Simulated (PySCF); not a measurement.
ClZn, charge +1, singlet, at a GFN2-xTB geometry (such geometries of metal compounds can be far from the true shape). Base run: PySCF with PBE/pcseg-1.

PySCF was given this input:
```python
from pyscf import gto, scf, dft

mol = gto.Mole()
mol.atom = '''
    Zn   -0.000000   -0.000000   -0.732351
    Cl    0.000000    0.000000    1.292384
'''
mol.basis = 'pcseg-1'
mol.charge = 1
mol.spin = 0
mol.verbose = 4
mol.symmetry = True
mol.build()

mf = dft.RKS(mol)
mf.xc = 'pbe'
mf.kernel()
mf.analyze()
```

The base run was repeated with changes; each row names its change, and settings that it needs were set with it.

```
change                   ΔE vs base (eV)  point group used  SCF cycles
-----------------------  ---------------  ----------------  ----------
base                                0.00              Coov          10
symmetry = off                      0.00                C1          10
symmetry_subgroup = C2v             0.00               C2v          10
```
